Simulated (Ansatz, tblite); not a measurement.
Cost and result up the ladder for SiMe3(NHtBu) (C₇H₁₉NSi) (28 atoms). Charge 0, multiplicity 1. Geometry: r2SCAN-D4/def2-SVP.

```
atom    x (Å)    y (Å)    z (Å)
 Si1   0.8675  -1.1057  -0.0638
  C2   1.2828  -2.2670  -1.4842
  H3   0.3772  -2.7269  -1.9148
  H4   1.9361  -3.0867  -1.1426
  H5   1.8103  -1.7359  -2.2938
  C6   2.4639  -0.4131   0.6558
  H7   2.9734   0.2359  -0.0754
  H8   3.1518  -1.2369   0.9144
  H9   2.3017   0.1763   1.5725
 C10  -0.0010  -2.0880   1.2960
 H11  -0.2737  -1.4585   2.1594
 H12   0.6526  -2.8928   1.6751
 H13  -0.9264  -2.5563   0.9210
 N14  -0.1220   0.1364  -0.8009
 C15  -0.9249   1.2064  -0.1995
 C16  -0.2017   1.7626   1.0302
 C17  -1.0893   2.3251  -1.2368
 C18  -2.3136   0.6876   0.2159
 H19  -0.5071  -0.1438  -1.7016
 H20  -0.7766   2.5905   1.4739
 H21  -0.0812   0.9905   1.8083
 H22   0.7973   2.1375   0.7578
 H23  -0.1037   2.7092  -1.5426
 H24  -1.6888   3.1602  -0.8389
 H25  -1.6009   1.9453  -2.1380
 H26  -2.2199  -0.1091   0.9711
 H27  -2.8422   0.2661  -0.6557
 H28  -2.9415   1.4911   0.6373
```

Ansatz on 2 threads of AMD EPYC 7R13 on a shared host and a share (18 GiB) of an NVIDIA H100 80GB HBM3; xTB runs through tblite on one thread. Times are rough, summed over both states, and most runs start from the orbitals of an earlier one. ωB97X-V/def2-TZVP serves as the yardstick here, not as an exact answer. The other state is a doublet.

The xTB rows come from tblite.

Raw xTB energies of ions are shifted by several eV.

```json
{"level": "GFN2-xTB", "functions": "60", "vertical IE (eV)": "12.43", "difference from ωB97X-V/def2-TZVP (eV)": "4.15"}
{"level": "ωB97X-V/def2-TZVP", "functions": "399", "vertical IE (eV)": "8.28", "difference from ωB97X-V/def2-TZVP (eV)": "0.00"}
{"level": "GFN1-xTB", "functions": "79", "vertical IE (eV)": "13.34", "difference from ωB97X-V/def2-TZVP (eV)": "5.07"}
{"level": "PBE-D4/def2-TZVP (with forces)", "functions": "399", "vertical IE (eV)": "7.89", "difference from ωB97X-V/def2-TZVP (eV)": "-0.39"}
{"level": "PBE0-D4/def2-TZVP (with forces)", "functions": "399", "vertical IE (eV)": "8.09", "difference from ωB97X-V/def2-TZVP (eV)": "-0.19"}
```

Task: Estimate how long each takes.

Result: GFN2-xTB 0.037 s; GFN1-xTB 0.057 s; PBE0-D4/def2-TZVP (with forces) 12 s; PBE-D4/def2-TZVP (with forces) 15 s; ωB97X-V/def2-TZVP 18 s. On shared hardware such times vary by a factor of up to 3.
